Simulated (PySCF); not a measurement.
AlFH₅NO₂Si, SMILES [OH][Al]([OH])[NH][SiH2]F.

Coordinates come from a B3LYP-D3(BJ)/def2-SVP optimisation. The structure was generated by enumeration; whether it is a known compound was not checked. One conformer was computed; it need not be the lowest.

Two levels are set side by side: TDDFT-PBE/def2-SVPD (PySCF) and TDDFT-B3LYP/def2-SVPD (PySCF). Vertical, same geometry. The lowest singlet is HOMO→LUMO 100 % with PBE and HOMO→LUMO 98 % with the other functional; states are paired by order. Differences are taken from unrounded values.

```csv
quantity,TDDFT-B3LYP
lowest singlet excitation (eV),5.99
lowest triplet excitation (TDA) (eV),5.75
first bright state (f over 0.05) (eV),7.38
its oscillator strength,0.10
```

Problem. What does TDDFT-PBE give, and how far is it from TDDFT-B3LYP? (An estimate is asked for; the answer gives what the named calculation found.)

Solution. 
| quantity | TDDFT-PBE | TDDFT-PBE minus TDDFT-B3LYP |
|---|---|---|
| lowest singlet excitation (eV) | 5.41 | -0.58 |
| lowest triplet excitation (TDA) (eV) | 5.21 | -0.53 |
| first bright state (f over 0.05) (eV) | 6.72 | -0.66 |
| its oscillator strength | 0.06 | -0.04 |

A lower first singlet is the usual sign of a functional without exact exchange. Differences between two approximate levels are no errors against the true value.

Rough cost on one machine, each run with all the roots and properties that it gave: TDDFT-B3LYP against TDDFT-PBE about 3 times.
